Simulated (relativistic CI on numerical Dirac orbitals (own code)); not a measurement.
**V²⁺ in a cubic cluster: 1s photoemission with charge transfer**

Computed with a charge-transfer multiplet model of a cubic metal-ligand cluster with up to 2 ligand holes, Slater and spin-orbit integrals from Dirac-Coulomb-Breit ions, Slater integrals scaled by 0.9. The ground state mixes d3 with configurations of k ligand holes L, whose averages lie at kΔ + k(k − 1)U_dd/2; a core hole lowers each added d electron by U_cd. 300 K, Lorentzian 1.1 eV and Gaussian 0.6 eV FWHM.

Atomic integrals in eV (Slater integrals scaled, ζ unscaled), ground: F2dd 8.026, F4dd 4.988, zeta_d 0.019; with the core hole: F2dd 9.721, F4dd 6.087, zeta_d 0.034, G2cd 0.043.

Cluster parameters (eV): Δ = 5.7, U_dd = 5, U_cd = 5.9, 10Dq = 0.45, 10Dq(ligand) = 0.1, final-state hopping factor = 0.9.

| Case | n_d | d3 | d4L | d5L2 | S |
| --- | --- | --- | --- | --- | --- |
| V(eg) = 2.35 eV, V(t2g) = -1.09 eV | 3.39 | 0.65 | 0.32 | 0.03 | 1.50 |
| V(eg) = 2.65 eV, V(t2g) = -1.23 eV | 3.43 | 0.61 | 0.35 | 0.04 | 1.50 |
| V(eg) = 2.95 eV, V(t2g) = -1.37 eV | 3.48 | 0.57 | 0.38 | 0.05 | 1.50 |

Weights, n_d and S are thermal averages at 300 K. Binding energies count from the first peak over 30 % of the highest in each spectrum, which can be another peak from case to case. The parameters are a model scan and need not match a compound or its usual spin state. Peaks in eV (height, largest 100):
- V(eg) = 2.35 eV, V(t2g) = -1.09 eV: 0.0 (100), 4.6 (8), 8.3 (13)
- V(eg) = 2.65 eV, V(t2g) = -1.23 eV: 0.0 (100), 5.1 (6), 9.2 (11)
- V(eg) = 2.95 eV, V(t2g) = -1.37 eV: 0.0 (100), 9.9 (9)

Curve for V(eg) = 2.95 eV, V(t2g) = -1.37 eV (points under 2 left out, the grid thinned):

```csv
E (eV),Intensity
-3.7,2.6
-3.3,3.3
-3.0,4.0
-2.6,5.3
-2.3,6.7
-1.9,9.8
-1.6,13.6
-1.2,23.2
-0.8,43.9
-0.5,70.1
-0.1,99.3
0.2,91.3
0.6,55.1
0.9,33.7
1.3,18.6
1.7,11.4
2.0,8.5
2.4,6.1
2.7,4.9
3.1,3.8
3.4,3.3
3.8,2.9
4.1,2.7
4.5,2.9
4.9,3.5
5.2,4.1
5.6,4.2
5.9,3.7
6.3,3.2
6.6,2.8
7.0,2.4
7.4,2.3
7.7,2.3
8.1,2.2
8.4,2.3
8.8,3.1
9.1,4.3
9.5,7.2
9.9,9.4
10.2,8.6
10.6,5.8
10.9,4.2
11.3,3.1
11.6,2.7
12.0,2.1
```

For the case V(eg) = 2.95 eV, V(t2g) = -1.37 eV, Δ = 5.7 eV is larger than U_dd = 5 eV, the Mott-Hubbard side of the Zaanen-Sawatzky-Allen scheme. With the core hole the average of the configuration with one ligand hole lies at Δ − U_cd = -0.2 eV before mixing: the effective hopping of about 5.4 eV (from the holes of the mixed ground state) is comparable with this gap or larger, so the configurations mix strongly.
